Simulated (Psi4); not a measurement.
A dimer, CH4 ··· C2H3N (SMILES C and CC#N); the first 5 atoms form monomer A.

```
11

C      0.0000     0.0000     0.0000
H     -0.7099    -0.4773    -0.6741
H      0.0256     1.0706    -0.1984
H     -0.3070    -0.1710     1.0309
H      0.9913    -0.4224    -0.1584
C      3.1972     1.2821     1.8140
C      3.5812     0.1916     0.9317
N      3.8846    -0.6702     0.2344
H      3.6187     1.1277     2.8074
H      3.5639     2.2304     1.4205
H      2.1114     1.3331     1.8974
```

What interaction energy does SAPT0/jun-cc-pVDZ, frozen core in Psi4 give, and which attractive term is the largest?

Total -2.38 kJ/mol: electrostatics -3.18, exchange 6.34, induction -1.01, dispersion -4.53. The most attractive term is dispersion.
